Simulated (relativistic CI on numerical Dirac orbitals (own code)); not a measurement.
Calculated levels, Tb I

Calculated at this level of theory: Dirac-Coulomb-Breit CI, orbitals from a KLI potential per configuration, a model potential for QED, valence Slater integrals scaled by 0.85, P86 correlation estimate, and configurations built on the next ion tied to the tabulated ionisation energy (semi-empirical) (own radial code, finite nucleus).

Configuration list (outside the closed core [Xe]): 4f⁹6s², 4f⁸6s²5d, 4f⁹6s6d, 4f⁹6s7s, 4f¹⁰5g, 4f⁸6s²8s, 4f⁹7s², 4f¹¹. Levels of other configurations are missing.

```csv
No.,Configuration,Term,J,E (cm⁻¹),%,jj configuration (%)
1,4f⁸(7F)5d,⁸G,13/2,0.0,60,4f5/2^4 4f7/2^4 5d3/2 (24)
2,4f⁸(7F)5d,⁸G,15/2,195.0,91,4f5/2^4 4f7/2^4 5d5/2 (29)
3,4f⁸(7F)5d,⁸G,11/2,357.7,39,4f5/2^4 4f7/2^4 5d3/2 (32)
4,4f⁸(7F)5d,⁸G,9/2,1263.2,40,4f5/2^4 4f7/2^4 5d3/2 (37)
5,4f⁸(7F)5d,⁸G,7/2,2248.2,57,4f5/2^4 4f7/2^4 5d3/2 (38)
6,4f⁸(7F)5d,⁸D,11/2,2422.0,46,4f5/2^4 4f7/2^4 5d3/2 (24)
7,4f⁸(7F)5d,⁸G,9/2,2957.9,41,4f5/2^4 4f7/2^4 5d3/2 (27)
8,4f⁸(7F)5d,⁸G,5/2,2991.6,71,4f5/2^3 4f7/2^5 5d3/2 (30)
9,4f⁸(7F)5d,⁸F,13/2,3095.1,64,4f5/2^4 4f7/2^4 5d5/2 (37)
10,4f⁸(7F)5d,⁸G,3/2,3543.2,83,4f5/2^4 4f7/2^4 5d3/2 (30)
11,4f⁸(7F)5d,⁸G,1/2,3879.5,91,4f5/2^3 4f7/2^5 5d3/2 (29)
12,4f⁸(7F)5d,⁸D,7/2,3923.3,42,4f5/2^4 4f7/2^4 5d3/2 (27)
13,4f⁸(7F)5d,⁸H,17/2,4272.0,95,4f5/2^4 4f7/2^4 5d5/2 (37)
14,4f⁸(7F)5d,⁸F,5/2,4680.0,39,4f5/2^4 4f7/2^4 5d3/2 (24)
15,4f⁸(7F)5d,⁸F,11/2,4987.2,50,4f5/2^4 4f7/2^4 5d5/2 (36)
16,4f⁸(7F)5d,⁸F,3/2,5272.4,65,4f5/2^4 4f7/2^4 5d3/2 (23)
17,4f⁸(7F)5d,⁸H,15/2,5355.2,81,4f5/2^4 4f7/2^4 5d5/2 (28)
18,4f⁸(7F)5d,⁸F,9/2,5480.5,51,4f5/2^4 4f7/2^4 5d5/2 (22)
19,4f⁸(7F)5d,⁸F,1/2,5660.5,91,4f5/2^3 4f7/2^5 5d3/2 (22)
20,4f⁸(7F)5d,⁸F,7/2,6223.2,44,4f5/2^4 4f7/2^4 5d5/2 (24)
21,4f⁸(7F)5d,⁸H,13/2,6244.1,83,4f5/2^4 4f7/2^4 5d3/2 (21)
22,4f⁸(7F)5d,⁸D,5/2,6666.4,54,4f5/2^4 4f7/2^4 5d5/2 (22)
23,4f⁸(7F)5d,⁸H,11/2,6861.0,81,4f5/2^4 4f7/2^4 5d3/2 (26)
24,4f⁸(7F)5d,⁸D,3/2,6902.2,75,4f5/2^4 4f7/2^4 5d5/2 (21)
25,4f⁸(7F)5d,⁸H,9/2,7360.7,84,4f5/2^3 4f7/2^5 5d3/2 (25)
26,4f⁸(7F)5d,⁶F,11/2,7704.8,82,4f5/2^4 4f7/2^4 5d5/2 (25)
27,4f⁸(7F)5d,⁸H,7/2,7756.7,87,4f5/2^4 4f7/2^4 5d3/2 (33)
28,4f⁸(7F)5d,⁸H,5/2,8055.4,89,4f5/2^3 4f7/2^5 5d3/2 (32)
29,4f⁸(7F)5d,⁸P,9/2,8107.8,71,4f5/2^4 4f7/2^4 5d5/2 (25)
30,4f⁸(7F)5d,⁸H,3/2,8266.0,91,4f5/2^4 4f7/2^4 5d3/2 (32)
31,4f⁸(7F)5d,⁶H,15/2,8403.2,84,4f5/2^4 4f7/2^4 5d5/2 (25)
32,4f⁸(7F)5d,⁶G,13/2,8694.5,68,4f5/2^4 4f7/2^4 5d5/2 (27)
33,4f⁸(7F)5d,⁶F,9/2,8830.8,75,4f5/2^4 4f7/2^4 5d5/2 (33)
34,4f⁸(7F)5d,⁶F,7/2,10008.0,77,4f5/2^4 4f7/2^4 5d5/2 (36)
35,4f⁸(7F)5d,⁸P,7/2,10278.7,83,4f5/2^4 4f7/2^4 5d5/2 (28)
36,4f⁸(7F)5d,⁶G,11/2,10366.1,57,4f5/2^4 4f7/2^4 5d5/2 (28)
37,4f⁸(7F)5d,⁶H,13/2,10721.9,66,4f5/2^4 4f7/2^4 5d5/2 (27)
38,4f⁸(7F)5d,⁶F,5/2,10971.7,84,4f5/2^4 4f7/2^4 5d5/2 (36)
39,4f⁸(7F)5d,⁶G,9/2,11467.6,57,4f5/2^4 4f7/2^4 5d5/2 (31)
40,4f⁸(7F)5d,⁶F,3/2,11648.5,88,4f5/2^3 4f7/2^5 5d5/2 (30)
41,4f⁸(7F)5d,⁸P,5/2,11734.9,89,4f5/2^4 4f7/2^4 5d5/2 (31)
42,4f⁸(7F)5d,⁶H,11/2,11815.5,64,4f5/2^3 4f7/2^5 5d5/2 (26)
43,4f⁸(7F)5d,⁶F,1/2,12071.9,93,4f5/2^4 4f7/2^4 5d5/2 (31)
44,4f⁸(7F)5d,⁶G,7/2,12312.7,52,4f5/2^4 4f7/2^4 5d5/2 (32)
45,4f⁸(7F)5d,⁶D,9/2,12443.7,60,4f5/2^4 4f7/2^4 5d5/2 (25)
```

Energies count from the lowest computed level. Percentages are summed over parent terms; the parents shown are those of the largest component, closed shells are left out there. Filled j subshells are mostly left out of the jj labels.

The mean weight of the leading LS term, summed over parents, in these 45 levels is 70 %, and that of the leading jj configuration (from the same eigenvectors) 29 %, so LS coupling describes them better.

Configurations that consist of the next ion and one excited electron were tied to the tabulated ionisation energy; Rydberg ones are usually within 1,000 to 3,000 cm⁻¹ and the lowest ones within about 6,000 (9,000 in d shells), while levels on excited terms of the next ion carry the error of that term, and the other configurations can be misplaced by 10,000 cm⁻¹ or more. Rates follow the energies as ν³ (E1, M1) or ν⁵ (E2), so rates, branching and lifetimes can be off by large factors. The fine structure of a lone outer electron comes out too small, for d and f at times inverted, and misplaced configurations move strength between like terms. 21 of the 35 excited levels that our extract of the measured tables holds in this range could be paired (the sources list more); they are missed by 14362 cm⁻¹ on average and 18108 at most, and levels without a partner can miss by more. Some levels of the ground configuration have no partner and can miss by 10 % or more. The computed lowest level isn't the tabulated ground level, which NIST ASD gives as 4f9 6s2 6H°15/2.

LS names give the leading component of a level, which can be under half, so a name can repeat, a term be missing and a line seem to break the LS rules.
